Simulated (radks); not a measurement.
Values are calculated unless marked as measured or tabulated.
Ionisation of Ga3+, [Ar] 3d10, to Ga4+, [Ar] 3d9, under several functionals. Scalar-relativistic Kohn-Sham, spin-polarised, spherical densities, finite nucleus; open shells are filled with parallel spins first; a radial shooting solver on a logarithmic mesh with Libxc functionals.

RPBE: E(Ga3+) (hartree) -1942.02592; Exc (hartree) -74.96313; IE (eV) 63.439; -e(HOMO) (eV) 52.366; <r> HOMO (bohr) 0.7871; IE error (eV) +0.198
AM05: E(Ga3+) (hartree) -1939.14863; Exc (hartree) -72.04064; IE (eV) 63.553; -e(HOMO) (eV) 52.482; <r> HOMO (bohr) 0.7861; IE error (eV) +0.312
revPBE: E(Ga3+) (hartree) -1941.96502; Exc (hartree) -74.90200; IE (eV) 63.435; -e(HOMO) (eV) 52.363; <r> HOMO (bohr) 0.7868; IE error (eV) +0.194
LDA (Slater exchange, Perdew-Zunger correlation): E(Ga3+) (hartree) -1938.93995; Exc (hartree) -71.81788; IE (eV) 63.922; -e(HOMO) (eV) 52.844; <r> HOMO (bohr) 0.7871; IE error (eV) +0.681
MS2 meta-GGA: E(Ga3+) (hartree) -1941.85402; Exc (hartree) -74.77166; IE (eV) 63.432; -e(HOMO) (eV) 52.426; <r> HOMO (bohr) 0.7871; IE error (eV) +0.191
BP86: E(Ga3+) (hartree) -1942.34815; Exc (hartree) -75.29041; IE (eV) 63.621; -e(HOMO) (eV) 52.551; <r> HOMO (bohr) 0.7862; IE error (eV) +0.380
PBE: E(Ga3+) (hartree) -1941.79252; Exc (hartree) -74.72128; IE (eV) 63.554; -e(HOMO) (eV) 52.485; <r> HOMO (bohr) 0.7873; IE error (eV) +0.313

NIST Atomic Spectra Database: 63.24 eV (measured). Closest: MS2 meta-GGA. The Delta-SCF values span 0.49 eV, the total energies 3.41 hartree. The highest occupied level is 3d. Open shells are spherical and high-spin; term and fine-structure splittings are not resolved.
